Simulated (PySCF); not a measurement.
# Hartree-Fock beside MP2: BCFH3

Calculated results; nothing here was measured. The program is PySCF 2.14.0, an open-source quantum chemistry code, run on an isolated molecule that a program drew, which may never have been made. The molecule is BCFH3 (charge 0, doublet), drawn as the SMILES string `[CH2]BF`.

The geometry was optimised and harmonic frequencies were computed with HF and MP2, all in the cc-pVDZ basis, for the commonest isotopes, with a restricted reference for singlets and an unrestricted one otherwise, and a frozen core in MP2. Each result is a local minimum of its method.

Geometry at the HF minimum:
```xyz
6
BCFH3, angstrom
C     0.8273   -1.3025    0.5967
B    -0.5954   -1.5164    1.1390
F    -1.5674   -0.6739    0.7789
H     1.0743   -0.4841   -0.0728
H     1.6512   -1.9579    0.8567
H    -0.8932   -2.4103    1.8803
```

Lengths of the bonds as drawn, in Å (atoms numbered as above):
| bond | HF | MP2 |
|---|---|---|
| C1-B2 | 1.537 | 1.543 |
| B2-F3 | 1.336 | 1.350 |
| C1-H4 | 1.086 | 1.096 |
| C1-H5 | 1.084 | 1.094 |
| B2-H6 | 1.199 | 1.207 |

Rotational constants, in GHz:
| constant | HF | MP2 |
|---|---|---|
| A | 56.41 | 55.67 |
| B | 9.44 | 9.297 |
| C | 8.086 | 7.967 |

Harmonic frequencies in cm^-1, each column in rising order, so a row needn't be the same motion in every method:
| rank | HF | MP2 |
|---|---|---|
| 1 | 327 | 316 |
| 2 | 409 | 391 |
| 3 | 703 | ? |
| 4 | 866 | 825 |
| 5 | 949 | 911 |
| 6 | 1093 | 1060 |
| 7 | 1157 | 1112 |
| 8 | 1394 | 1352 |
| 9 | 1554 | 1479 |
| 10 | 2739 | 2683 |
| 11 | 3283 | 3206 |
| 12 | 3379 | 3312 |

**Estimate the missing MP2 frequency from the HF column.**

A single factor s that minimises the squared misfit of MP2 against s times HF over the other rows is sum(HF x MP2) / sum(HF^2) = 0.9746, with an rms misfit of 16 cm^-1. For rank 3 it gives 0.9746 x 703 = 685 cm^-1. The calculation gives 702 cm^-1, 17 cm^-1 above the estimate. The drawn bonds are on average 0.8 % longer in MP2 than in HF.
